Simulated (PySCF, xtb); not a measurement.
SiHI, SMILES [SiH]I (connectivity only; charge and spin as stated), neutral, multiplicity 1.

Geometry optimised at PBE0-D3(BJ)/def2-TZVP. The def2 effective core potentials stand for the cores of I; spin–orbit coupling is left out.

Calculation: PySCF with IEF-PCM-M06-2X/def2-SVP.

The values are the electrostatic part of the solvation free energy, E(continuum) − E(gas) at the gas-phase geometry, in a cavity of scaled van der Waals radii (PySCF's table); cavitation and dispersion terms are not included. In vacuum the orbital gap is 5.43 eV. The dipole moment in vacuum is 1.30 D.

| solvent | ε | ΔG(elec) (kcal/mol) | dipole (D) | gap (eV) |
|---|---|---|---|---|
| water | 78.36 | -1.7 | 1.89 | 5.61 |
| diethylether | 4.24 | -1.1 | 1.69 | 5.55 |
| tetrahydrofuran | 7.43 | -1.4 | 1.77 | 5.58 |

For comparison, GFN2-xTB/ALPB(water) (xtb, at the GFN2-xTB geometry, all terms of that model) gives -0.9 kcal/mol.
